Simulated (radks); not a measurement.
Values are calculated unless marked as measured or tabulated.
He, 2 electrons, occupied as [He].

Level of theory: non-relativistic Kohn-Sham, PBE, spin-polarised, spherical densities, point nucleus (a radial shooting solver on a logarithmic mesh with Libxc functionals).

Energy parts (hartree):
| part | energy |
|---|---|
| total | -2.89293 |
| kinetic | 2.85595 |
| electron-nucleus | -6.72946 |
| Hartree | 2.02674 |
| exchange-correlation | -1.04616 |

Orbitals (lengths in bohr, moments of r in powers of bohr; r(max) is where P^2 peaks):
orbital  occ.  eigenvalue (hartree)  r(max)  <1/r>
1s          2              -0.57929  0.5603  1.682

The highest occupied level is 1s at -15.763 eV. The density falls to 0.001 e/bohr^3 at r = 2.56 bohr. Virial ratio -V/T = 2.01295.
